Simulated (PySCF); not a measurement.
PySCF input file for In(Cl) cation (ClIn), SMILES [Cl][In] (connectivity only; charge and spin as stated), charge +1, multiplicity 2, C-PCM-PBE0/def2-TZVPD. Geometry optimised at B3LYP-D3(BJ)/def2-TZVP. The multiplicity is an assumed one; other spin states were not compared. The def2 effective core potentials stand for the cores of In; spin–orbit coupling is left out.

```python
import numpy as np
from pyscf import gto, scf, dft
from pyscf.solvent import pcm

mol = gto.M(
    atom='''
    In    0.00000000    0.00000000   -0.60420175
    Cl    0.00000000    0.00000000    1.74152270
    ''',
    basis='def2-TZVPD',
    ecp={'In': 'def2-tzvp'},
    charge=1,
    spin=1,
    max_memory=1600,
    verbose=3,
)
mf = dft.UKS(mol, xc='pbe0').density_fit(auxbasis='def2-universal-jkfit')
mf.grids.level = 3
mf.conv_tol = 1e-9
mf.max_cycle = 100
mf.kernel()
fine, coarse = mf.grids, dft.Grids(mol).set(level=1).build(with_non0tab=True)
for _ in range(3):  # follow internal instabilities
    mf.grids = coarse
    mo, _, stable, _ = mf.stability(return_status=True, nroots=4)
    mf.grids = fine
    if stable:
        break
    mf.kernel(mf.make_rdm1(mo, mf.mo_occ))
res = {}
for name, eps in {'water': 78.355, 'acetonitrile': 35.688, 'cyclohexanone': 15.619}.items():
    s = mf.PCM()
    s.with_solvent.method, s.with_solvent.eps, s.with_solvent.lebedev_order = 'C-PCM', eps, 29
    s.kernel(mf.make_rdm1())
    res[name] = (s.e_tot, eps, s.dip_moment(), s.mo_energy, s.converged)
    print(f'{name}: electrostatic solvation free energy {(s.e_tot - mf.e_tot) * 627.509474:.3f} kcal/mol')
```

Program output:

```

WARN: HOMO -0.634075897332918 >= LUMO -0.634075897332896

converged SCF energy = -649.933646414232  <S^2> = 0.75785133  2S+1 = 2.007836
<class 'pyscf.df.df_jk.DFUKS'> wavefunction is stable in the internal stability analysis

WARN: PCM is an experimental feature. It is still in testing.
Features and APIs may be changed in the future.

converged SCF energy = -650.052168822987  <S^2> = 0.75516827  2S+1 = 2.0051616

WARN: System has nonzero charge 1; the dipole moment is origin-dependent.
Location of origin: [0. 0. 0.]

Dipole moment(X, Y, Z, Debye):  0.00000,  0.00000, -5.53705
water: electrostatic solvation free energy -74.374 kcal/mol

WARN: PCM is an experimental feature. It is still in testing.
Features and APIs may be changed in the future.

converged SCF energy = -650.050220828836  <S^2> = 0.75522155  2S+1 = 2.0052147

WARN: System has nonzero charge 1; the dipole moment is origin-dependent.
Location of origin: [0. 0. 0.]

Dipole moment(X, Y, Z, Debye):  0.00000, -0.00000, -5.48719
acetonitrile: electrostatic solvation free energy -73.152 kcal/mol

WARN: PCM is an experimental feature. It is still in testing.
Features and APIs may be changed in the future.

converged SCF energy = -650.045643896644  <S^2> = 0.75534596  2S+1 = 2.0053388

WARN: System has nonzero charge 1; the dipole moment is origin-dependent.
Location of origin: [0. 0. 0.]

Dipole moment(X, Y, Z, Debye): -0.00000,  0.00000, -5.37179
cyclohexanone: electrostatic solvation free energy -70.279 kcal/mol
```

The calculation finished and met its thresholds.
